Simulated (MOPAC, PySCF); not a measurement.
H$_{3}$ClGe, SMILES `[Cl][GeH3]`, neutral singlet in the gas phase. 

Cartesian coordinates (Å):
```xyz
5

Cl     2.0083    -0.0590    -0.0353
Ge    -0.1652     0.0048     0.0029
H     -0.5749     1.4718    -0.1724
H     -0.6609    -0.8667    -1.1569
H     -0.6073    -0.5509     1.3617
```
Charge 0, multiplicity 1.

All levels are single points at this geometry (B3LYP-D3(BJ)/def2-TZVP); Pople sets use spherical d functions. Orbital energies aren't observables, and empty levels follow the basis.

```
level                                     HOMO (eV)  LUMO (eV)  gap (eV)  dipole (D)  vertical IE, Delta-SCF (eV)
----------------------------------------  ---------  ---------  --------  ----------  ---------------------------
PBE-D3(BJ)/def2-TZVP in PySCF                 -7.37      -1.31      6.07        1.94                            –
ωB97X-D3(BJ)/def2-TZVP in PySCF              -11.26       1.69     12.95        2.12                            –
B3LYP/3-21G in PySCF                          -8.40      -0.70      7.70        2.92                            –
B3LYP/6-311+G** (LANL2DZ on Ge) in PySCF      -8.55      -0.77      7.77        2.57                            –
B3LYP/6-31G* in PySCF                         -8.35      -0.68      7.67        2.32                        11.11
B3LYP/LANL2DZ in PySCF                        -8.43      -0.75      7.68        2.88                            –
BP86/6-31G* in PySCF                          -7.35      -1.38      5.97        2.22                            –
PBE/6-31G* in PySCF                           -7.25      -1.31      5.93        2.22                            –
SVWN5/6-31G* in PySCF                         -7.30      -1.53      5.77        2.26                            –
HF/3-21G in PySCF                            -12.05       2.60     14.65        3.42                            –
HF/6-31G* in PySCF                           -11.96       2.58     14.54        2.64                        10.48
HF/STO-3G in PySCF                            -9.95       8.44     18.39        3.14                            –
PM7 in MOPAC                                 -10.88      -1.76      9.11        3.23                            –
```
